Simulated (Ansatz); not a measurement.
The cluster Ag3H3⁺. Charge 1, multiplicity 2. Geometry B3LYP-D4/def2-TZVP, basis def2-TZVP, Ansatz.

```xyz
6

Ag   -3.7750    0.6579   -2.3284
Ag   -1.2093    0.0152   -1.4286
Ag    1.0183   -0.2332    0.4369
H     1.4991    0.3037    2.3020
H     1.9999   -0.2687    2.1792
H     0.4669   -0.4750   -1.1610
```

```tsv
run	HOMO (eV)	LUMO (eV)
A	-9.68	-9.07
B	-10.23	-9.71
C	-10.00	-8.85
D	-9.89	-9.26
E	-10.48	-8.07
F	-9.79	-9.34
```

In the def2 sets Ag takes a core potential; there is no spin–orbit coupling. In the doublet, H4 and H5 lie 0.77 Å apart (atoms count from 1), so H2 has formed as a molecule. No other spin state of charge 1 was run. The structure comes from a short search, and lower isomers may exist.

HOMO and LUMO are taken over both spins.

Question: The runs used B97M-V, BLYP, LDA (SPW92), PBE, PBE0, r2SCAN. Estimate which is which.

Answer: A B97M-V (0 % exact exchange); B LDA (SPW92) (0 % exact exchange); C r2SCAN (0 % exact exchange); D PBE (0 % exact exchange); E PBE0 (25 % exact exchange); F BLYP (0 % exact exchange). Exact exchange lowers occupied and raises empty levels; among semilocal functionals meta-GGAs tend to open the gap a little, and such runs are hard to tell apart. The gap grows from 0.45 eV (BLYP) to 2.41 eV (PBE0).
